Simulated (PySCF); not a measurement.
# Correlation energy of Eu(58+) (europium, charge +58)

[He] 2s2 2p1, 2P determinant. Computed with PySCF 2.14 in an uncontracted even-tempered set (19 s from 33 bohr⁻², ratio 2.2; 12 p from 43 bohr⁻², ratio 2.2; 5 d from 160 bohr⁻², ratio 2.4; 5 f from 240 bohr⁻², ratio 2.4; 4 g from 360 bohr⁻², ratio 2.4), with scalar relativity by spin-free X2C-1e. Frozen: nothing; 5 electrons correlated; the 10 highest virtual orbitals of each spin left out.

MP2 pair energies summed by pair of shells (mhartree):

```json
{"pair": "2s-2s", "energy": "-127.25", "share (%)": "50.4"}
{"pair": "1s-1s", "energy": "-55.32", "share (%)": "21.9"}
{"pair": "2s-2p", "energy": "-39.14", "share (%)": "15.5"}
{"pair": "1s-2s", "energy": "-20.18", "share (%)": "8.0"}
{"pair": "1s-2p", "energy": "-10.61", "share (%)": "4.2"}
```

Total MP2 correlation energy: -252.49 mhartree.

At this charge the one-electron X2C treatment keeps the bare 1/r₁₂, with no two-electron picture change or Breit term. That inflates the 1s pair energies well beyond their four-component values; and a scalar Hamiltonian misses the large spin-orbit splitting of the p shells, which matters for ns² → np² pairs.
